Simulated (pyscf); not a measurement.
## Hydrogen shift: H₃C–CH⁺–Cl → H₂C=CH–ClH⁺

Gas phase, singlet surface, charge 1. Bonds broken: C1–H4. Bonds formed: Cl3–H4. Structures and frequencies: ωB97X-D3(BJ)/def2-SVP in PySCF. MP2 and CC: frozen core, UHF for open shells. ΔMP2 is the change of the MP2 total energy from the triple- to the quadruple-zeta basis.

Transition state (Å):

```xyz
7

C     -1.0217     0.8025    -0.1373
C     -0.2342    -0.2842    -0.0809
Cl    -1.0131    -1.9210     0.2630
H     -0.9324    -1.0544    -0.9511
H     -2.1094     0.7599    -0.0045
H     -0.5550     1.7717    -0.3572
H      0.8534    -0.3649    -0.1718
```

One imaginary mode, 1204i cm⁻¹; descent along it reached the two sides named.

```json
[
 {"bond": "C1–H4", "change": "breaks", "reactant side (Å)": "1.112", "saddle": "2.029", "product side": "3.3"},
 {"bond": "Cl3–H4", "change": "forms", "reactant side (Å)": "3.4", "saddle": "1.494", "product side": "1.308"}
]
```

Electronic energies relative to the reactant's lowest minimum found (kcal/mol):

```
level                             barrier  reaction energy  reverse barrier
--------------------------------  -------  ---------------  ---------------
ωB97X-D3(BJ)/def2-TZVP               48.3            +21.9             26.4
PBE/def2-TZVP                        42.2            +22.1             20.1
r²SCAN/def2-TZVP                     44.6            +22.7             21.9
B3LYP-D3(BJ)/def2-TZVP               46.1            +21.6             24.5
PBE0-D3(BJ)/def2-TZVP                45.4            +22.4             23.0
M06-2X/def2-TZVP                     45.4            +20.6             24.8
ωB97M-D3(BJ)/def2-TZVP               46.6            +21.0             25.6
HF/def2-TZVP                         58.2            +24.3             33.9
MP2/def2-QZVPP                       43.9            +19.6             24.3
CCSD/def2-TZVPP                      48.0            +19.8             28.2
CCSD(T)/def2-TZVPP                   45.7            +19.5             26.2
CCSD(T)/def2-TZVPP + ΔMP2(QZVPP)     45.3            +19.3             26.0
```

With CCSD(T)/def2-TZVPP + ΔMP2(QZVPP) energies and thermal terms (ideal gas, 1 atm, RRHO with modes under 100 cm⁻¹ raised to 100, one conformer, R ln 2 for rigid chiral ones), in kcal/mol:

```tsv
T (K)	ΔH‡	ΔG‡	ΔH	ΔG
298	41.8	42.0	+17.9	+17.6
600	41.8	42.2	+18.4	+17.1
900	41.7	42.4	+18.7	+16.3
1200	41.4	42.7	+18.9	+15.5
```

The same reactants have a lower exit, to cyclic C₂H₄Cl+ (SMILES C1C[Cl+]1) (barrier +31.5 kcal/mol at ωB97M-D3(BJ), against +46.6 kcal/mol here). One saddle was located; it need not be the lowest between these sides. The CCSD(T) − MP2 part came from Ansatz, without density fitting, on the same reference.
